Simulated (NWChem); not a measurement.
System: SnH₃OF; SMILES [OH][SnH2][F]

```xyz
6

Sn    -0.3009    -0.0091     0.0000
O      0.9591    -1.5293     0.0000
F      0.8697     1.5401     0.0000
H     -1.1656     0.0257    -1.4688
H     -1.1656     0.0257     1.4688
H      1.8747    -1.2240     0.0000
```
Atoms are numbered in this order, from 1.

Structure relaxed at the PBE0/def2-SVP level. No frequency run checked for a minimum. def2 effective core potentials on Sn; no spin-orbit coupling.

Symmetry labels are those of Cs in the frame above (b1 and b2, or b-type labels, depend on it).

Q: List the 4 lowest vertical singlet excitations from CAM-B3LYP/def2-SVPD with def2 effective core potentials on Sn, TDA (NWChem).

A: 
| state | energy (eV) | oscillator strength | symmetry | leading excitation (squared amplitude) |
|---|---|---|---|---|
| S1 | 6.58 | 0.045 | a" | HOMO → LUMO (0.58) |
| S2 | 6.92 | 0.000 | a" | HOMO → LUMO+1 (0.68) |
| S3 | 7.82 | 0.059 | a" | HOMO → LUMO+2 (0.86) |
| S4 | 7.87 | 0.095 | a' | HOMO−1 → LUMO+1 (0.86) |
